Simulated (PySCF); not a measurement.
Delta-SCF ions had no search for a lower state. 

Z-matrix (Å, degrees):
```
Sn
H 1 1.7037
H 1 1.7037 2 109.47
H 1 1.7037 2 109.47 3 120.00
H 1 1.7037 2 109.47 3 -120.00
```
Charge 0, multiplicity 1.

Give the HOMO–LUMO gap, total energy, HOMO, LUMO and vertical ionisation energy (Delta-SCF) at the level PBE-D3(BJ)/def2-TZVP // PBE0-D3(BJ)/def2-TZVP in PySCF 2.14.0.


The HOMO–LUMO gap is 7.65 eV, the total energy comes out as -216.6498 Ha and the HOMO is -7.93 eV. The LUMO is -0.29 eV and the vertical ionisation energy (Delta-SCF) is 11.20 eV.
